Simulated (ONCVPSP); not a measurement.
## Ranking ONCV potentials for iridium (Ir)

All share these settings but for the change named:

iridium, optimised norm-conserving Vanderbilt (ONCV), made with ONCVPSP 4.0.1 (BLYP, scalar-relativistic). Core [Kr] 4d10 4f14, reference 5s2 5p6 5d7 6s1.75 (charge +0.25). Waves: 5s+6s: rc 1.70 bohr, ncon 4, nbas 8, qcut 7.5 1/bohr, 3 projectors, debl 3.4 Ha; 5p: rc 1.15 bohr, ncon 4, nbas 9, qcut 8.6 1/bohr, 1 projector; 5d: rc 2.00 bohr, ncon 4, nbas 8, qcut 7.1 1/bohr, 2 projectors, debl 3.8 Ha. Local part: polynomial inside 1.10 bohr (lpopt 5, dvloc0 1 Ha). Core correction: Teter function, fcfact 3.25, rcfact 1.05.

Cutoff: the first of the cutoffs (Ha) at which the residual kinetic energy of the hardest occupied pseudo-wave falls to 1 and 0.1 mHa per electron; the density cutoff is not measured.

The base gives 35 Ha.

Of 7 variants that were run, those that failed, showed a ghost or another fault, or gave nearly equal values are left out.

A variant can come out equal or close to the base.

Task: Rank these variants from softest to hardest (loose cutoff).
A. all radii but the core radius scaled by about 0.94 (s 1.60, p 1.08, d 1.88 bohr); local potential polynomial inside 1.02 bohr (lpopt 5, dvloc0 1 Ha)
B. all radii but the core radius scaled by about 1.29 (s 2.20, p 1.48, d 2.58 bohr); local potential polynomial inside 1.42 bohr (lpopt 5, dvloc0 1 Ha)
C. all radii but the core radius scaled by about 1.14 (s 1.94, p 1.32, d 2.28 bohr); local potential polynomial inside 1.26 bohr (lpopt 5, dvloc0 1 Ha)

Result: B (27 Ha), C (31 Ha), A (37 Ha).
